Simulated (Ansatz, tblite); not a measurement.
Cost and result up the ladder for the cluster Li₂Te (3 atoms). Total charge 0; singlet. Geometry: PBE-D4/def2-TZVP.

```csv
atom,x (Å),y (Å),z (Å)
Li1,1.0320,-0.0289,1.6211
Li2,-0.0271,0.2140,-1.9097
Te3,-1.0049,-0.1852,0.2887
```

Ansatz on 4 threads of Arm Neoverse V2 on a shared host; xTB runs through tblite on one thread. Times are rough, summed over both states, and most runs start from the orbitals of an earlier one. CCSD(T)/def2-TZVPP serves as the yardstick here, not as an exact answer. The other state is a doublet.

In the def2 sets Te takes a core potential; there is no spin–orbit coupling. The xTB rows come from tblite. Correlated methods freeze 4 core orbitals; core or outer-core shells of Li, Te are correlated, in sets that lack core-valence functions. The structure comes from a short search, and lower isomers may exist.

Raw xTB energies of ions are shifted by several eV.

```json
{"level": "GFN1-xTB", "functions": "17", "wall time": "0.003 s", "vertical IE (eV)": "12.79", "difference from CCSD(T)/def2-TZVPP (eV)": "6.65"}
{"level": "GFN2-xTB", "functions": "17", "wall time": "0.003 s", "vertical IE (eV)": "10.32", "difference from CCSD(T)/def2-TZVPP (eV)": "4.18"}
{"level": "PBE-D4/def2-TZVP (with forces)", "functions": "78", "wall time": "1.1 s", "vertical IE (eV)": "6.31", "difference from CCSD(T)/def2-TZVPP (eV)": "0.16"}
{"level": "PBE0-D4/def2-TZVP", "functions": "78", "wall time": "1.4 s", "vertical IE (eV)": "6.23", "difference from CCSD(T)/def2-TZVPP (eV)": "0.09"}
{"level": "r2SCAN-D4/def2-TZVP", "functions": "78", "wall time": "2.5 s", "vertical IE (eV)": "6.23", "difference from CCSD(T)/def2-TZVPP (eV)": "0.08"}
{"level": "CCSD(T)/def2-TZVPP", "functions": "88", "wall time": "3.6 s", "vertical IE (eV)": "6.14", "difference from CCSD(T)/def2-TZVPP (eV)": "0.00"}
```
